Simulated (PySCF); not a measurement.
Compound: C2H7NOSi.
Geometry (PBE0-D3(BJ)/def2-SVP, Å), atoms numbered from 1 in this order:
```xyz
12
C2H7NOSi angstrom
C      1.960    0.280    0.250
C      0.464    0.353    0.426
O     -0.077    1.048    1.266
N     -0.301   -0.408   -0.416
Si    -2.058   -0.307   -0.215
H      2.245    0.629   -0.754
H      2.440    0.913    1.004
H      2.315   -0.756    0.359
H      0.155   -0.988   -1.110
H     -2.484   -0.786    1.128
H     -2.591   -1.228   -1.264
H     -2.556    1.073   -0.464
```

Level of theory: PBE0-D3(BJ)/def2-SVP geometry optimisation, gas phase in PySCF.

Masses are those of the commonest isotopes; rigid-rotor values at the optimised geometry. The values belong to one conformer with, in the numbering `[CH3:1][C:2](=[O:3])[NH:4][SiH3:5]`, C1–C2–N4–Si5 -179°.

Problem. Give the principal moments of inertia and the rotational constants in GHz.

Solution. Ia = 51.63, Ib = 210.18, Ic = 252.58 u·Å²; 505379 MHz·u·Å²/I gives 9788, 2404 and 2001 MHz, that is A = 9.7883, B = 2.4045, C = 2.0009 GHz.

Problem. What kind of rotor is it?

Solution. An asymmetric top. Ray's parameter κ = (2B − A − C)/(A − C) = -0.896; −1 is the prolate and +1 the oblate limit.

Problem. What does the inertial defect say?

Solution. Not planar: Δ = Ic − Ia − Ib = -9.23 u·Å². For a rigid frame Δ = −2 Σ m c², so Σ m c² = 4.62 u·Å² lies off the ab plane, practically all of it from hydrogen. The atom farthest from that plane is 1.23 Å away.

Problem. Predict some low-J microwave lines.

Solution. The dipole components are |μa| = 0.66 D, |μb| = 3.45 D, |μc| = 0.01 D. The squared components, which scale the intensities, stand as 0.04 : 1.00 : 0.00 (a : b : c). Some lines, for components of 0.1 D or more:

```csv
type,branch,"J(Ka,Kc)",MHz,lower level (cm⁻¹)
a,Q,"5(2,3) ← 5(2,4)",554,3.215
a,Q,"2(1,1) ← 2(1,2)",1211,0.674
b,R,"3(0,3) ← 2(1,2)",6156,0.674
b,Q,"1(1,0) ← 1(0,1)",7787,0.147
a,R,"3(1,2) ← 2(1,1)",13811,0.714
a,R,"4(0,4) ← 3(0,3)",17462,0.879
a,R,"4(2,3) ← 3(2,2)",17609,1.894
a,R,"4(3,2) ← 3(3,1)",17652,3.159
a,R,"5(1,5) ← 4(1,4)",20951,1.654
b,Q,"2(2,1) ← 2(1,2)",23362,0.674
b,Q,"4(2,3) ← 4(1,4)",24803,1.654
b,Q,"3(3,1) ← 3(2,2)",37938,1.894
b,Q,"5(4,1) ← 5(3,2)",53044,4.485
b,Q,"4(4,0) ← 4(3,1)",53068,3.748
b,R,"5(5,0) ← 4(4,1)",90300,5.518
```

Whether it is a minimum is left open (no frequencies). Zero-point vibration and centrifugal distortion are left out. A rigid rotor knows nothing of internal rotation, which can split or shift real lines. Quadrupole hyperfine structure (14N) is left out.

The run took 18 s on one thread, Intel Xeon 6975P-C (x86_64), shared host with 192 logical CPUs at a one-minute load of 63, and the process peaked at 0.45 GiB of memory. This is the geometry optimisation.
